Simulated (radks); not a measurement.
Species: In. Configuration: [Kr] 4d10 5s2 5p1. Calculated with a radial shooting solver on a logarithmic mesh with Libxc functionals: scalar-relativistic Kohn-Sham, Slater X-alpha with alpha = 0.669, spin-polarised, spherical densities, finite nucleus; open shells are filled with parallel spins first (spin-orbit coupling, left out, can overturn this in heavy ions); Fermi nuclear charge, rms radius 4.6156 fm.

Unscreened Slater integrals over Kohn-Sham orbitals (hartree). They are taken over the spin-up orbitals.

integral       value
F0(5p,5p)    0.23705
F2(5p,5p)    0.12032
F0(5p,5s)    0.27544
G1(5p,5s)    0.16222
F0(5p,4d)    0.31079
F2(5p,4d)   0.067699
G1(5p,4d)   0.024741
G3(5p,4d)   0.020067
F0(5p,4p)    0.31556
F2(5p,4p)   0.049169
G0(5p,4p)  0.0082393
G2(5p,4p)   0.010247
F0(5s,5s)    0.34248
F0(5s,4d)    0.42621
G2(5s,4d)   0.060335
F0(5s,4p)    0.43824
G1(5s,4p)   0.024395
F0(4d,4d)    0.76395
F2(4d,4d)    0.37737
F4(4d,4d)    0.24630
F0(4d,4p)    0.85245
F2(4d,4p)    0.41997
G1(4d,4p)    0.53050
G3(4d,4p)    0.32427
F0(4p,4p)    0.97588
F2(4p,4p)    0.51002

Derived for the open shells (J is the average intra-shell exchange parameter used in DFT+U). 5p: J = F2/5 = 0.02406 hartree.
